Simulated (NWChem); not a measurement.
A series in which one site is exchanged, each optimised at PBE0/def2-SVP with NWChem, gas phase unless a solvent is named. All stand in one matching conformer (torsions within 35°), which need not be the lowest. Some are not confirmed as minima by frequencies. def2 effective core potentials on In; no spin-orbit coupling.

A: [SiH3][O][GaH2] (GaSiH5O; site = Ga)
B: O([SiH3])B (BSiH5O; site = B)
C: [AlH2][O][SiH3] (AlSiH$_{5}$O; site = Al)
D: [InH2][O][SiH3] (InSiH5O; site = In)

| quantity | A | B | C | D |
|---|---|---|---|---|
| dipole (D), PBE0/def2-SVP | 1.32 | 1.34 | 0.26 | … |
| orbital gap (eV), PBE0/def2-SVP | 6.83 | 7.92 | 7.06 | … |
| lowest singlet excitation, PBE0/def2-SVPD, TDA (eV) | 5.40 | 5.86 | 5.56 | … |

Question: Complete the blanks.

Answer: 
- dipole (D), PBE0/def2-SVP, D: 2.66
- orbital gap (eV), PBE0/def2-SVP, D: 6.16
- lowest singlet excitation, PBE0/def2-SVPD, TDA (eV), D: 4.94
